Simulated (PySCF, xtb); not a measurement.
C₄HCl₂F, SMILES C#CC(F)=C(Cl)Cl.

Harmonic wavenumbers (cm⁻¹) from GFN2-xTB (xtb) at its own minimum, in rising order: 93, 100, 190, 243, 246, 367, 388, 433, 492, 562, 652, 687, 839, 916, 1207, 1605, 2243, 3394.

What does PBE-D3(BJ)/def2-SVP in PySCF give at its own minimum? (Estimate from the structure and the level; the computed values follow.)

96, 119, 222, 258, 273, 394, 417, 459, 591, 604, 612, 692, 918, 970, 1265, 1607, 2147, 3404. Paired by order, the mean absolute difference is 37 cm⁻¹ and the zero-point energies are 21.0 and 21.5 kcal/mol.
